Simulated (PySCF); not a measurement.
Job file and geometry (Å, from GFN2-xTB) of an NMR shielding run on 4-bromopyridine (SMILES Brc1ccncc1), PySCF 2.14.0, density-fitted response routines, GIAO PBE0/pcSseg-1 NMR shielding, non-relativistic, gas phase; density fitting, a coarse starting grid and PySCF grid level 2 are the driver's defaults:

```
{"job": {"kind": "nmr", "xc": "PBE0", "basis": "pcSseg-1"}, "charge": 0, "multiplicity": 1}
Br    -0.901894     2.861805     0.190849
C     -0.328900     1.046623     0.067958
C     -1.265177     0.027783     0.014992
C     -0.786733    -1.271809    -0.073920
N      0.497210    -1.576915    -0.108412
C      1.375329    -0.592502    -0.056375
C      1.022544     0.746819     0.032017
H     -2.322775     0.235263     0.041743
H     -1.470321    -2.108528    -0.119417
H      2.415391    -0.887888    -0.086361
H      1.770751     1.522019     0.070961
```

Task: Write the output of this run.

Result: 
```
coarse grid: 48240 points
cycle   1  E = -2820.9053561841  dE =  6.952e-02  |g| = 7.524e-01  |ddm| = 3.509e+00
cycle   2  E = -2820.8837161622  dE =  2.164e-02  |g| = 5.837e-01  |ddm| = 8.710e-01
cycle   3  E = -2820.9223109302  dE = -3.859e-02  |g| = 2.861e-01  |ddm| = 7.337e-01
cycle   4  E = -2820.9409368676  dE = -1.863e-02  |g| = 7.810e-02  |ddm| = 3.128e-01
cycle   5  E = -2820.9422261237  dE = -1.289e-03  |g| = 1.555e-02  |ddm| = 8.597e-02
cycle   6  E = -2820.9422871437  dE = -6.102e-05  |g| = 3.077e-03  |ddm| = 1.568e-02
cycle   7  E = -2820.9422886704  dE = -1.527e-06  |g| = 1.275e-03  |ddm| = 3.825e-03
final grid: 101600 points
cycle   8  E = -2820.9422909333  dE =  3.578e-07  |g| = 1.861e-03  |ddm| = 3.366e-03
cycle   9  E = -2820.9422900237  dE =  9.096e-07  |g| = 2.768e-03  |ddm| = 3.816e-03
cycle  10  E = -2820.9422916867  dE = -1.663e-06  |g| = 1.750e-04  |ddm| = 2.214e-03
cycle  11  E = -2820.9422916935  dE = -6.840e-09  |g| = 2.077e-05  |ddm| = 1.861e-04
cycle  12  E = -2820.9422916936  dE = -8.913e-11  |g| = 1.495e-05  |ddm| = 3.954e-05
converged SCF energy = -2820.9422916936

GIAO shielding tensors (ppm)
atom      isotropic    diamagn.    paramagn.     s11        s22        s33       span
  0 Br    1951.871    3121.244   -1169.373   1459.538   1515.235   2880.840   1421.302
  1 C       30.240     254.771    -224.531    -65.474     29.332    126.863    192.337
  2 C       54.116     253.344    -199.228    -51.583     58.954    154.977    206.560
  3 C       30.696     250.105    -219.409    -75.554     25.705    141.938    217.493
  4 N      -87.731     330.033    -417.764   -405.851   -169.210    311.867    717.718
  5 C       30.662     250.112    -219.450    -75.615     25.693    141.907    217.522
  6 C       54.163     253.321    -199.158    -51.481     58.898    155.070    206.551
  7 H       24.166      30.875      -6.708     20.119     21.917     30.463     10.343
  8 H       22.869      29.042      -6.172     18.840     22.629     27.139      8.299
  9 H       22.864      29.034      -6.170     18.837     22.626     27.128      8.291
 10 H       24.169      30.866      -6.697     20.123     21.928     30.456     10.333
```

Relativistic effects, spin–orbit coupling among them, are left out; they matter for Br and for the light atoms bonded to it.

Size and cost of the density-fitted run: 163 basis functions, 20 s wall time on 1 thread of an x86-64 server CPU, shared host.
